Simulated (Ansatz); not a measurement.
Basis sets compared for In11As10H28⁻, a nanocrystal cut from wurtzite InAs (hydrogen-capped). Total charge -1; singlet. Geometry PBE-D4/def2-SVP. Ansatz on 11 threads of AMD EPYC 7R13 on a shared host and a whole NVIDIA H100 80GB HBM3; times are rough, and most runs start from earlier orbitals.

Cartesian coordinates in Å:
```
In -3.989 -2.715 0.096
As -2.078 -4.642 0.639
In -3.860 1.214 -1.044
As -3.192 3.269 0.565
As -2.242 -0.732 -0.306
In -0.949 0.005 1.910
In 0.593 -4.209 0.676
As 0.789 -2.073 2.256
In -0.678 4.370 0.901
As 0.617 2.085 1.430
In 1.836 2.813 3.689
In 3.411 -1.569 2.322
As 3.489 0.590 3.940
As -2.874 2.127 -3.401
In -0.680 -1.212 -2.402
As 1.097 -3.092 -1.674
In -0.315 2.870 -4.157
As 0.846 0.974 -2.648
In 2.335 1.719 -0.541
In 3.716 -2.467 -2.034
As 3.725 -0.558 -0.107
H -4.854 -2.533 1.604
H -4.702 -3.237 -1.413
H -2.383 -5.339 1.969
H -2.294 -5.892 -0.221
H -5.589 0.963 -1.162
H -3.666 2.769 1.931
H -4.292 4.326 0.410
H -1.980 0.129 3.321
H 1.487 -5.634 1.149
H 0.499 -2.646 3.648
H -0.835 5.326 2.363
H -0.321 5.007 -0.684
H 0.785 2.661 5.078
H 2.958 4.127 3.418
H 4.441 -2.876 2.857
H 3.413 0.012 5.357
H 4.968 0.981 4.033
H -3.903 3.145 -3.907
H -3.301 1.015 -4.362
H -1.558 -1.625 -3.862
H 0.818 -4.243 -2.648
H -0.132 4.473 -3.502
H -0.228 2.436 -5.849
H 1.917 0.436 -3.604
H 3.406 3.057 -0.894
H 4.682 -3.820 -1.485
H 3.879 -1.693 -3.595
H 5.184 -0.088 -0.060
```

In the def2 sets In takes a core potential; there is no spin–orbit coupling. Single mean-field runs in def2-SVP, def2-TZVP are fitted with def2-universal-jkfit.

```csv
level,functions,energy (Eh),HOMO (eV),LUMO (eV),wall time
PBE-D4/def2-SVP,746,-24461.5105,-3.16,0.11,8.5 s
PBE0-D4/def2-SVP,746,-24462.2168,-4.05,0.80,10 s
```

Task: Estimate the rows for PBE-D4/def2-TZVP, PBE0-D4/def2-TZVP (with forces).

Result: 
```json
{"level": "PBE-D4/def2-TZVP", "functions": "1198", "energy (Eh)": "-24464.3815", "HOMO (eV)": "-3.26", "LUMO (eV)": "-0.03", "wall time": "10 s"}
{"level": "PBE0-D4/def2-TZVP (with forces)", "functions": "1198", "energy (Eh)": "-24465.0661", "HOMO (eV)": "-4.12", "LUMO (eV)": "0.68", "wall time": "19 s"}
```
